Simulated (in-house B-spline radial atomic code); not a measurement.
# K2+: [Ne] 3s2 3p5

Level of theory: non-relativistic wB97X, spin-polarised, spherical fractional occupations, point nucleus; calculated with an all-electron radial atomic-structure program (B-spline basis).

Effective charges: Z_r = [3n² - l(l+1)]/(2<r>) from the radius, Z_e = n√(-2ε) from the energy, and Slater's rules. Values are occupation-weighted means over spin.

```json
{"shell": "1s", "electrons": "2", "ε (eV)": "-3554.1", "<r> (bohr)": "0.08152", "Z_r": "18.40", "Z_e": "16.16", "Slater": "18.70"}
{"shell": "2s", "electrons": "2", "ε (eV)": "-384.98", "<r> (bohr)": "0.389", "Z_r": "15.43", "Z_e": "10.64", "Slater": "14.85"}
{"shell": "2p", "electrons": "6", "ε (eV)": "-312.69", "<r> (bohr)": "0.3506", "Z_r": "14.26", "Z_e": "9.59", "Slater": "14.85"}
{"shell": "3s", "electrons": "2", "ε (eV)": "-61.775", "<r> (bohr)": "1.242", "Z_r": "10.87", "Z_e": "6.39", "Slater": "8.10"}
{"shell": "3p", "electrons": "5", "ε (eV)": "-42.809", "<r> (bohr)": "1.354", "Z_r": "9.23", "Z_e": "5.32", "Slater": "8.10"}
```

The least bound orbital is 3p down at -40.17 eV, and it is also the most diffuse (<r> = 1.367 bohr).

The density falls to 0.001 bohr⁻³ at 3.072 bohr; Σ<r²> = 15.565 bohr² gives, by the non-relativistic formula and without the paramagnetism of open shells, a Langevin diamagnetic susceptibility of -12.33×10⁻⁶ cm³/mol.

Caution: exact exchange at fractional occupations of open shells leaves self-interaction of up to several eV.
